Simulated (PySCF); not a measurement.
# Electronic structure of Er⁺ (erbium, charge +1) at the PBE0 level

Configuration: [Xe] 4f12 6s1, one real determinant. All numbers are calculated (PySCF 2.14, the spin-free X2C one-electron Hamiltonian (Gaussian nucleus), in cc-pVDZ-X2C (8s7p5d3f1g, 84 functions)).

```
Total energy                                                  : -13085.42 hartree
One-electron energy                                           : -17928.02 hartree
Hartree (Coulomb) energy                                      : 5124.34 hartree
Exchange-correlation energy                                   : -281.73 hartree
⟨S²⟩                                                          : 3.7509
⟨L²⟩                                                          : 24.017
Sum of ⟨r⟩                                                    : 39.59 bohr
Sum of ⟨r²⟩                                                   : 52.95 bohr²
Traceless quadrupole moment −½Σ⟨3z² − r²⟩ along its main axis : 0.180 e·bohr²
Langevin diamagnetic susceptibility                           : -41.9 ×10⁻⁶ cm³/mol
```

| shell | electrons | mean orbital energy (hartree) | spread (hartree) | rms radius, mean of both spins (bohr) |
| --- | --- | --- | --- | --- |
| 1s α | 1 | -2107.68445 | 0 | 0.0231 |
| 1s β | 1 | -2107.68356 | 0 | 0.0231 |
| 2s α | 1 | -355.49809 | 0 | 0.0935 |
| 2s β | 1 | -355.49605 | 0 | 0.0935 |
| 2p α | 3 | -315.15427 | 0.00957 | 0.0843 |
| 2p β | 3 | -315.15269 | 0.00905 | 0.0843 |
| 3s α | 1 | -80.39393 | 0 | 0.240 |
| 3s β | 1 | -80.35628 | 0 | 0.240 |
| 3p α | 3 | -68.00030 | 0.05564 | 0.241 |
| 3p β | 3 | -67.96121 | 0.03852 | 0.241 |
| 3d α | 5 | -52.12056 | 0.05348 | 0.221 |
| 3d β | 5 | -52.08563 | 0.03002 | 0.221 |
| 4s α | 1 | -16.31254 | 0 | 0.540 |
| 4s β | 1 | -16.22643 | 0 | 0.540 |
| 4p α | 3 | -12.19590 | 0.08905 | 0.575 |
| 4p β | 3 | -12.10748 | 0.04951 | 0.575 |
| 4d α | 5 | -6.57542 | 0.09958 | 0.630 |
| 4d β | 5 | -6.47655 | 0.03892 | 0.630 |
| 5s α | 1 | -2.26522 | 0 | 1.34 |
| 5s β | 1 | -2.22582 | 0 | 1.34 |
| 5p α | 3 | -1.29059 | 0.03356 | 1.60 |
| 5p β | 3 | -1.26065 | 0.01999 | 1.60 |
| 4f α | 7 | -0.46814 | 0.09731 | 0.952 |
| 4f β | 5 | -0.40560 | 0.06768 | 0.952 |
| 6s α | 1 | -0.36613 | 0 | 3.94 |

⟨L²⟩ = 24.02 against 30 for a pure H term, so this real determinant mixes terms. Spin-orbit coupling, absent here, splits the open shell strongly.

Densities and radii are taken from the X2C orbitals without a picture-change correction, which distorts them close to the nucleus.
